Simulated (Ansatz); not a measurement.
`[CH3][W](=[O])([OH])=[S]` + HCl → `[O]=[W]([OH])(=[S])[Cl]` + CH₄  (ligand exchange at a W–C bond)

Isolated molecules relaxed with PBE0-D4/def2-TZVP in Ansatz; ΔE leaves out vibrations. CCSD(T)/CBS is the MP2 limit (def2-TZVPP, def2-QZVPP) plus CCSD(T) − MP2 in def2-TZVPP, frozen cores. This one scheme is used for every species. DFT in def2-TZVPP. HSE06 is defined as in plane-wave codes. def2 core potentials past Kr. For W outer-core shells are correlated without core-valence functions, which leaves a few kJ/mol of doubt a bond. Each species was taken in one conformer, which may not be the lowest.

```csv
level,ΔE (kJ/mol),difference from CCSD(T)/CBS
PBE-D4,-137.0,-6.5
r2SCANh-D4,-139.9,-9.4
HSE06-D4,-134.5,-4.0
ωB97X-V,-131.0,-0.5
PBE,-137.6,-7.1
revPBE,-138.8,-8.3
r2SCANh,-140.2,-9.7
HSE06,-135.0,-4.5
LC-ωPBE,-128.7,1.8
RPA@PBE/def2-TZVPP,-126.4,4.1
HF/def2-SVP,-131.2,-0.7
MP2/def2-SVP,-148.3,-17.8
CCSD/def2-SVP,-127.5,3.0
CCSD(T)/def2-SVP,-132.0,-1.5
HF/CBS(def2),-131.8,-1.3
CCSD/CBS(def2),-125.6,4.9
CCSD(T)/CBS,-130.5,0
```

Largest T1 diagnostic among the species: 0.023, so the coupled-cluster value is less sure than usual.

Leaving LDA and LC-ωPBE aside and taking each functional with its dispersion term where it has one, the values, not all of them listed here, spread over 15.7 kJ/mol, from B97M-V to ωB97M-V. LDA lies +5.4 kJ/mol from PBE without D4. From BLYP to BHLYP (50 % exact exchange), in def2-TZVPP and without D4, ΔE moves by +5.3 kJ/mol.
